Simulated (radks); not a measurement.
Initial-state core-level shifts of neutral germanium when its valence configuration changes from [Ar] 3d10 4s2 4p2. Method: Dirac Kohn-Sham, BLYP, spin-unpolarised, spherical densities, finite nucleus; open shells fill j = l - 1/2 first; Fermi nuclear charge, rms radius 4.0742 fm; computed with a radial shooting solver on a logarithmic mesh with Libxc functionals. Shifts are changes of the shell-averaged eigenvalues in eV (positive: less bound); the change of the density at the nucleus, which sets a Mossbauer isomer shift, is in e/bohr^3, on a base of 3.173e+04.

[
 {"valence": "3d10 4s1 4p3", "1s": "-1.843", "2s": "-1.768", "2p": "-1.768", "3p": "-1.809", "density at nucleus": "-16.794"},
 {"valence": "3d9.5 4s2 4p2.5", "1s": "-5.680", "2s": "-6.253", "2p": "-6.200", "3p": "-5.158", "density at nucleus": "+5.723"},
 {"valence": "3d8 4s2 4p4", "1s": "-24.120", "2s": "-26.733", "2p": "-26.505", "3p": "-21.293", "density at nucleus": "+24.633"},
 {"valence": "3d10 4p4", "1s": "-3.549", "2s": "-3.403", "2p": "-3.402", "3p": "-3.486", "density at nucleus": "-35.179"},
 {"valence": "3d8 4s1 4p5", "1s": "-25.671", "2s": "-28.244", "2p": "-28.009", "3p": "-22.803", "density at nucleus": "+1.282"},
 {"valence": "3d9 4s2 4p3", "1s": "-11.596", "2s": "-12.798", "2p": "-12.689", "3p": "-10.432", "density at nucleus": "+11.741"}
]
